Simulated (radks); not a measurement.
Results of a calculation; reference values are marked as such.
Task: The ruthenium ion Ru2+, configuration [Ar] 3d10 4s2 4p5.75 4d6 4f0.25 (fractional occupations, a model configuration). Code: a radial shooting solver on a logarithmic mesh with Libxc functionals. Model: Dirac Kohn-Sham, LDA (Slater exchange, Perdew-Wang correlation), spin-unpolarised, spherical densities, finite nucleus; open shells are shared between the two j in proportion to 2j + 1; Fermi nuclear charge, rms radius 4.4809 fm. Some entries of the table are withheld. Estimate them.

orbital      occ.  eigenvalue (hartree)  <r^2> (bohr^2)  <r> (bohr)
1s1/2           2             -805.5488             (1)     0.03347
2s1/2           2             -116.5689         0.02500      0.1455
2p1/2           2             -107.8522             (2)      0.1237
2p3/2           4             -103.0485             (3)      0.1285
3s1/2           2             -21.22102             (4)      0.4032
3p1/2           2                   (5)          0.1827      0.3961
3p3/2           4                   (6)          0.1925      0.4068
3d3/2           4             -11.00208          0.1752      0.3823
3d5/2           6             -10.84296          0.1782      0.3858
4s1/2           2              -3.64863           1.162       1.013
4p1/2     1.91667              -2.62987           1.373       1.095
4p3/2     3.83333              -2.50106           1.450       1.125
4d3/2         2.4              -0.98676           2.644       1.490
4d5/2         3.6              -0.97241           2.698       1.505
5s1/2           0                   (7)           8.050       2.676
5p1/2           0              -0.55216           11.34       3.168
5p3/2           0              -0.53766           11.89       3.244
4f5/2    0.107143              -0.18896             (8)       6.402
4f7/2    0.142857              -0.18896             (9)       6.403

Result: 
(1) 1s1/2 <r^2> (bohr^2): 0.001513
(2) 2p1/2 <r^2> (bohr^2): 0.01878
(3) 2p3/2 <r^2> (bohr^2): 0.02013
(4) 3s1/2 <r^2> (bohr^2): 0.1863
(5) 3p1/2 eigenvalue (hartree): -17.83551
(6) 3p3/2 eigenvalue (hartree): -17.01981
(7) 5s1/2 eigenvalue (hartree): -0.76071
(8) 4f5/2 <r^2> (bohr^2): 46.49
(9) 4f7/2 <r^2> (bohr^2): 46.50
